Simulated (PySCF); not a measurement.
Gas-phase reaction: 3 Te(CH3)2 + 2 H = 3 H2Te + 2 C3H7 (n-propyl)

Energies from PySCF (xtb for GFN2), thermal terms from the rigid-rotor harmonic-oscillator model, ideal gas at 1 bar. † marks an energy on the PBE0/def2-TZVP geometry and frequencies; other levels use their own. MP2 freezes the core. Open shells (unrestricted): H (multiplicity 2), C3H7 (n-propyl) (multiplicity 2); the rest are closed-shell singlets. GFN2 has no spin-polarisation term. B3LYP is the form with VWN-RPA correlation. Te: scalar-relativistic def2 core potential, no spin-orbit coupling. No R ln 2 is added for the mirror-image form of C3H7 (n-propyl). MP2 isn't extrapolated to the basis-set limit; its ΔH°(298 K) is -128.2 kJ in def2-SVP and -37.6 kJ in def2-TZVPP. The harmonic model lacks anharmonicity and excited electronic states, which grow with temperature; levels with a mode under 35 cm⁻¹ are left out. Internal rotation in C3H7 (n-propyl) is treated as a harmonic vibration of one conformer, which makes the entropy rough. Soft modes under 120 cm⁻¹ make the harmonic entropy rough for Te(CH3)2. Warning, point group unlike the PBE0 one: C3H7 (n-propyl) (GFN2-xTB).

```
level               ΔE electronic, kJ  ΔH°(298 K), kJ  ΔS°(298 K), J/K  ΔG°(1400 K), kJ
------------------  -----------------  --------------  ---------------  ---------------
B3LYP/def2-TZVP†                 -136            -157               89             -252
GFN2-xTB                         -249            -278               97             -388
MP2/def2-SVP†                    -107            -128               89             -223
PBE0/def2-QZVP†                   -98            -118               89             -213
ωB97M-V/def2-TZVP†                -93            -114               89             -209
```
ΔH° is lowest at GFN2-xTB and highest at ωB97M-V/def2-TZVP†. No reference value is set beside these.
